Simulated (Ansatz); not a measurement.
Cost and result up the ladder for the cluster Sn₃Se₂ (5 atoms). Charge 0, multiplicity 1. Geometry: PBE0-D4/def2-SVP.

Cartesian coordinates in Å:
```
Sn -0.847 -1.381 1.450
Sn 1.555 0.075 -0.113
Sn -1.104 -0.768 -1.709
Se 0.027 1.441 -1.887
Se 0.370 0.633 2.260
```

Ansatz on 4 threads of Arm Neoverse V2 on a shared host. Times are rough, and most runs start from the orbitals of an earlier one. No level here is sound enough to serve as a yardstick. Binding counts from free atoms at the same level (Sn triplet, Se triplet; other spins of the atoms weren't run), without zero-point energy or a counterpoise term.

In the def2 sets Sn takes a core potential; there is no spin–orbit coupling. HSE06 is defined as in plane-wave codes, on full-range PBE exchange. Correlated methods freeze 30 core orbitals; core or outer-core shells of Sn, Se are correlated, in sets that lack core-valence functions. The rows differ in basis, and correlated rows in double-zeta sets carry the largest basis error. Another isomer (singlet) lies 1.00 eV lower at PBE0-D4/def2-TZVP; other spin states weren't run for this one.

Run but left out: PBE-QIDH/def2-TZVP (restricted singlet, unstable in another Hartree–Fock run and untested here).

Correlated methods converge slowly with the basis, most of all in double-zeta sets.

| level | functions | wall time | binding energy per atom (eV) | remarks |
| --- | --- | --- | --- | --- |
| PBE-D4/def2-SVP | 142 | 1.6 s | 2.84 | restricted SCF unstable in HF |
| PBE0-D4/def2-SVP | 142 | 3.6 s | 2.65 | restricted SCF unstable in HF |
| PBE-D4/def2-TZVP (with forces) | 246 | 4.5 s | 2.85 | restricted SCF unstable in HF |
| r2SCAN-D4/def2-TZVP | 246 | 8.5 s | 2.71 | restricted SCF unstable in HF |
| HSE06-D4/def2-TZVP | 246 | 9 s | 2.69 | restricted SCF unstable in HF |
| PBE0-D4/def2-TZVP | 246 | 11 s | 2.68 | restricted SCF unstable in HF |
| MP2/def2-TZVP | 246 | 11 s | 2.67 | restricted SCF unstable |
| r2SCANh-D4/def2-TZVP | 246 | 13 s | 2.65 | restricted SCF unstable in HF |
| CCSD(T)/def2-SVP | 142 | 64 s | 2.26 | restricted SCF unstable |
